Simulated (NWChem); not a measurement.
Species: GaH₃S₃; SMILES [SH][Ga]([SH])[SH]

```xyz
7

Ga    -0.0023    -0.0074     0.0000
S     -2.1936    -0.1884     0.0000
H     -2.3923     1.1486     0.0000
S      0.9146     1.9987     0.0000
H      2.1858     1.5415     0.0000
S      1.1493    -1.8846     0.0000
H      2.3530    -1.2714     0.0000
```
Atoms are numbered in this order, from 1.

Geometry: optimised at PBE0/def2-SVP.

Symmetry labels are those of Cs in the frame above (b1 and b2, or b-type labels, depend on it).

List the 4 lowest vertical singlet excitations from B3LYP/def2-SVPD, TDA (NWChem).


```
state  energy (eV)  oscillator strength  symmetry  leading excitation (squared amplitude)
-----  -----------  -------------------  --------  --------------------------------------
S1            4.94                0.000        a"                      HOMO → LUMO (0.97)
S2            4.98                0.000        a"                    HOMO−1 → LUMO (0.96)
S3            5.58                0.000        a"                    HOMO → LUMO+2 (0.51)
S4            5.59                0.000        a"                  HOMO−1 → LUMO+2 (0.51)
```
